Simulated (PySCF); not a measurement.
System: sum formula H$_{9}$Si$_{4}$O (charge 0, doublet). It need not be the lowest isomer of its formula. 
Structure (B3LYP-D3(BJ)/def2-TZVP (Ansatz) minimum search):
```xyz
14

O     -0.6380    -0.5312    -1.7821
Si     0.0356     0.0162    -0.4344
Si    -1.6127    -1.2085     0.8358
Si     2.1402    -0.8663     0.1742
Si    -0.2718     2.2975     0.0946
H     -1.3247    -0.9528     2.2705
H     -1.4692    -2.6458     0.5327
H     -2.9528    -0.6999     0.4837
H      2.4471    -0.4440     1.5634
H      2.1172    -2.3457     0.1028
H      3.1950    -0.3436    -0.7278
H     -1.7022     2.6640    -0.0233
H      0.5334     3.1473    -0.8157
H      0.1828     2.5259     1.4887
```
Charge 0, spin multiplicity 2.

Dispersion corrections to the total energy (kcal/mol) from the dftd3 and dftd4 libraries through PySCF: D3(BJ) without and D4 with the three-body term, each with the damping fitted for the functional named.

```tsv
functional	D3(BJ)	D4
HSE06	-7.55	-7.54
BHLYP	-14.42	?
LC-wPBE	-9.93	-10.28
B3LYP	-16.89	?
TPSS	?	-12.20
BP86	-16.98	-13.08
B2GP-PLYP	-9.19	-4.08
```

Question: Fill in the missing entries.

Answer: 
- BHLYP, D4: -12.82
- B3LYP, D4: -14.73
- TPSS, D3(BJ): -11.97
